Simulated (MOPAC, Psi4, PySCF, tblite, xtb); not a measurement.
Dimer O2S ··· COS (SMILES O=S=O and O=C=S), singlet at R = 3.66 Å between the centres of mass, closest contact 2.49 Å (lowest of the rigid-body minima from ten starts at GFN2-xTB). Geometry in Å and degrees:

```
6

O     -1.239     0.244     0.000
S      0.000    -0.488     0.000
O      1.239     0.244     0.000
O      0.031    -0.724     2.478
C      0.111     0.137     3.245
S      0.219     1.300     4.282
```

Methods: GFN2-xTB (tblite); SAPT0/jun-cc-pVDZ, frozen core (Psi4); B3LYP/def2-TZVP, counterpoise-corrected (Psi4); B3LYP-D3(BJ)/def2-TZVP, counterpoise-corrected (Psi4); PBE/def2-TZVP, counterpoise-corrected (Psi4); PBE-D3(BJ)/def2-TZVP, counterpoise-corrected (Psi4); HF/aug-cc-pVDZ, counterpoise-corrected (Psi4); MP2/aug-cc-pVDZ = DF-MP2/aug-cc-pVDZ, frozen core, counterpoise-corrected run with Psi4 1.11; SCS-MP2/aug-cc-pVDZ = DF-SCS-MP2/aug-cc-pVDZ, frozen core, counterpoise-corrected (Psi4 1.11); PM7, restricted, heats of formation (MOPAC); PM3, restricted, heats of formation (MOPAC); GFN1-xTB (xtb); RKS-B3LYP/6-31G* = restricted B3LYP/6-31G*, spherical d, no counterpoise correction in PySCF; RKS-B3LYP/LANL2DZ = restricted B3LYP/LANL2DZ, with its core potentials past Ne, no counterpoise correction run with PySCF; RKS-B3LYP/3-21G = restricted B3LYP/3-21G, no counterpoise correction run with PySCF 2.14.0; RHF/LANL2DZ = restricted Hartree-Fock/LANL2DZ, with its core potentials past Ne, no counterpoise correction run with PySCF.

Task: What interaction energy does each level give?

Result: 
| method | E_int / kJ/mol |
|---|---|
| GFN2-xTB | -23.47 |
| GFN1-xTB | -21.26 |
| RKS-B3LYP/3-21G | 2.72 |
| SAPT0/jun-cc-pVDZ | 3.13 |
| RHF/LANL2DZ | 4.10 |
| B3LYP-D3(BJ)/def2-TZVP | 6.31 |
| RKS-B3LYP/LANL2DZ | 7.45 |
| PBE-D3(BJ)/def2-TZVP | 8.02 |
| PM7 | 8.87 |
| RKS-B3LYP/6-31G* | 12.59 |
| PBE/def2-TZVP | 14.04 |
| MP2/aug-cc-pVDZ | 14.26 |
| B3LYP/def2-TZVP | 16.64 |
| SCS-MP2/aug-cc-pVDZ | 18.31 |
| HF/aug-cc-pVDZ | 20.60 |
| PM3 | 43.26 |
